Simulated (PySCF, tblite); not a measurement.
Isomers of C4H9ClO2S, one GFN2-xTB conformer each. Single-point energies are computed at PBE0/pcSseg-1 (PySCF, gas phase, no added dispersion term), electronic only.

```tsv
SMILES	GFN2-xTB relative energy (kJ/mol)
CC(C)CS(=O)(=O)Cl	40.9
CC[C@H](C)S(=O)(=O)Cl	24.7
CC(C)(C)S(=O)(=O)Cl	0.0
CCCCS(=O)(=O)Cl	48.5
```

Conformers: `[CH3:1][CH:2]([CH3:3])[CH2:4][S:5](=[O:6])(=[O:7])[Cl:8]` with C1–C2–C4–S5 61°, C2–C4–S5–O6 42°; `[CH3:1][CH2:2][C@H:3]([CH3:4])[S:5](=[O:6])(=[O:7])[Cl:8]` with C1–C2–C3–C4 -167°, C2–C3–S5–O6 174°; `[CH3:1][CH2:2][CH2:3][CH2:4][S:5](=[O:6])(=[O:7])[Cl:8]` with C1–C2–C3–C4 178°, C2–C3–C4–S5 -63°, C3–C4–S5–O6 -42°.

Q: What does PBE0/pcSseg-1 give for the same structures?

A: 
```csv
SMILES,PBE0/pcSseg-1 E (Eh),PBE0/pcSseg-1 (kJ/mol),GFN2-xTB (kJ/mol),point group
CC(C)(C)S(=O)(=O)Cl,-1165.92542,0.0,0.0,Cs
CC[C@H](C)S(=O)(=O)Cl,-1165.91866,17.7,24.7,C1
CC(C)CS(=O)(=O)Cl,-1165.91741,21.0,40.9,C1
CCCCS(=O)(=O)Cl,-1165.91583,25.2,48.5,C1
```

Both levels put the same isomer lowest; measured from each level's own lowest isomer, the values differ by up to 23.3 kJ/mol (CCCCS(=O)(=O)Cl: 48.5 against 25.2). Neighbours under 10 kJ/mol apart (CC[C@H](C)S(=O)(=O)Cl and CC(C)CS(=O)(=O)Cl; CC(C)CS(=O)(=O)Cl and CCCCS(=O)(=O)Cl) can change places with a better method, another conformer or zero-point energy.

Q: Which frontier levels, dipoles and rotational constants go with these structures?

A: 
```tsv
SMILES	HOMO (eV, PBE0/pcSseg-1)	LUMO (eV)	dipole (D)	A, B, C (MHz)
CC(C)(C)S(=O)(=O)Cl	-8.89	-1.27	4.68	1977, 1350, 1201
CC[C@H](C)S(=O)(=O)Cl	-8.93	-1.35	4.47	1807, 1235, 1165
CC(C)CS(=O)(=O)Cl	-9.00	-1.31	4.38	2701, 912.2, 807.6
CCCCS(=O)(=O)Cl	-9.01	-1.33	4.17	3439, 776.9, 744.5
```

Q: What happens when harmonic zero-point energies from GFN2-xTB frequencies are added?

A: 
| SMILES | ZPE (kJ/mol) | electronic (kJ/mol) | with ZPE (kJ/mol) |
| --- | --- | --- | --- |
| CC(C)(C)S(=O)(=O)Cl | 341.9 | 0.0 | 0.0 |
| CC[C@H](C)S(=O)(=O)Cl | 344.6 | 17.7 | 20.5 |
| CC(C)CS(=O)(=O)Cl | 344.3 | 21.0 | 23.4 |
| CCCCS(=O)(=O)Cl | 345.1 | 25.2 | 28.4 |

The zero-point energies span 3.2 kJ/mol. The order is unchanged.
